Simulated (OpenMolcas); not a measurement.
## V4+: effect of the metal basis

V4+ with its 6 nearest fluoride ions at 1.86 Å, on the Ge site of Cs2GeF6 (a = 9.021 Å, distance in the model lattice 1.804 Å). The rest of the host is ab initio model potentials to 7.6 Å and point charges beyond; the distance is set by hand and nothing relaxes.

```json
{"Program": "OpenMolcas", "Method": "CASSCF", "Spin-orbit coupling": "RASSI with atomic mean-field integrals over the reference wave functions"}
```

Fixed: ligand basis ANO-RCC-VDZP, active space 1 electron in 5 orbitals (3d), DKH2 Hamiltonian.

States (labels of O, the rotations of Oh). Energies in cm-1 above the lowest state or level, χT in cm3 K/mol; under a threefold ground state the first gap can be a small split of the lowest multiplet, not the spin-orbit step; 10Dq is the gap between the two states.

```
Run   Metal basis  Ground state  First state of that spin   10Dq  First gap with spin-orbit (degeneracies)  χT at 300 K                     Cost
  A  ANO-RCC-VDZP           2T2                  2E 20913  20913                              332.9 (4, 2)        0.364   roughly 5 core-seconds
  B  ANO-RCC-VTZP           2T2                  2E 20464  20464                              334.8 (4, 2)        0.363  roughly 10 core-seconds
```

Against A, |10Dq| changes by -2.1 % in B.

Costs are those of the RASSCF and RASSI steps.

An orbital triplet at a regular site is open to Jahn-Teller coupling, which can distort the site and quench the lowest spin-orbit gaps and is left out. Ligand-to-metal charge-transfer states are missing. With metal d orbitals alone and no dynamic correlation 10Dq can be off by a tenth to a fifth, either way, in oxide and fluoride hosts. The least metal-like active orbital is 81 % on the metal (Löwdin) and no ligand orbital is active, so the numbers are rough (holds for A). The least metal-like active orbital is 82 % on the metal (Löwdin) and no ligand orbital is active, so the numbers are rough (holds for B). No measured value stands beside these numbers; the geometry was set by hand and not optimised.
